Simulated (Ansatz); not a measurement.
Geometry optimisation of ZrTe₂⁺.

```yaml
crystal:
  periodic: [false, false, false]
  atoms:
    - {symbol: Zr, position_ang: [1.272451, 0.186226, -0.799718]}
    - {symbol: Te, position_ang: [-1.387861, 0.199953, -0.727838]}
    - {symbol: Te, position_ang: [0.115410, -0.386189, 1.527556]}
basis:
  gaussian: {orbitals: def2-TZVP}
total_charge: 1
magnetization: {spin_polarized: true, initial_magnetization: 3}
hamiltonian: {xc: r2scan, dispersion: d4}
scf: {lower_state_search: "off"}
output: {orbitals: {seedname: orbitals}}
relax: {f_tol: 0.02, max_steps: 100}
```

```sh
$ ansatz run in.yaml --threads 4 --pin off --events-out ev --progress --plain --max-ram 3916MiB
```

Output, abridged:

```
Functional definition: r2SCAN
mean field -15866.59340279 eV, -583.0865527894 hartree, gradient 9.7e-7 eV, S^2 3.762269; 0 other end points of the search recorded, 0 dependent functions left out
relax step   1: F+E_penalty+E_count = -15866.61762242 eV  Δ(F+E_penalty+E_count) = +0.000e0 eV  max|allowed force component| = 2.381e0 eV/Å  Δτ_max = 0.0000 Å  (108 SCF iters, accepted)
mean field -15866.88457193 eV, -583.0972530577 hartree, gradient 2.0e-6 eV, S^2 3.763746; 0 other end points of the search recorded, 0 dependent functions left out
relax step   2: F+E_penalty+E_count = -15866.90876807 eV  Δ(F+E_penalty+E_count) = -2.911e-1 eV  max|allowed force component| = 6.419e-1 eV/Å  Δτ_max = 0.1961 Å  (36 SCF iters, accepted)
mean field -15866.91841594 eV, -583.0984968021 hartree, gradient 8.1e-7 eV, S^2 3.762869; 0 other end points of the search recorded, 0 dependent functions left out
relax step   3: F+E_penalty+E_count = -15866.94262515 eV  Δ(F+E_penalty+E_count) = -3.386e-2 eV  max|allowed force component| = 1.803e-1 eV/Å  Δτ_max = 0.0501 Å  (31 SCF iters, accepted)
mean field -15866.92033823 eV, -583.0985674449 hartree, gradient 2.6e-6 eV, S^2 3.762932; 0 other end points of the search recorded, 0 dependent functions left out
relax step   4: F+E_penalty+E_count = -15866.94454493 eV  Δ(F+E_penalty+E_count) = -1.920e-3 eV  max|allowed force component| = 1.045e-2 eV/Å  Δτ_max = 0.0084 Å  (30 SCF iters, accepted)
Total energy: -15866.94456355 eV, -583.0994577092 hartree
Atom 0 at     1.392847     0.203847    -0.875385 Å, force     0.001768     0.000259    -0.001111 eV/Å
Atom 1 at    -1.414311     0.177984    -0.639372 Å, force    -0.007476     0.002441    -0.009335 eV/Å
Atom 2 at     0.021464    -0.381841     1.514757 Å, force     0.005708    -0.002700     0.010446 eV/Å
Dipole moment:     1.205865     0.176484    -0.757870 e Å
Checks for a lower state left out: stability, starts, cluster_reference, orbital_swaps, neighbouring_geometries, increment
```

Run time 23 s (4 threads of Arm Neoverse V1 on a shared host).

In the def2 sets Te, Zr take a core potential; there is no spin–orbit coupling. The relaxation made no stability test and no search for a lower SCF solution. At r2SCAN-D4/def2-TZVP a doublet of charge 1 lies 0.81 eV below the quartet, each at its own geometry. The structure comes from a short search, and lower isomers may exist.
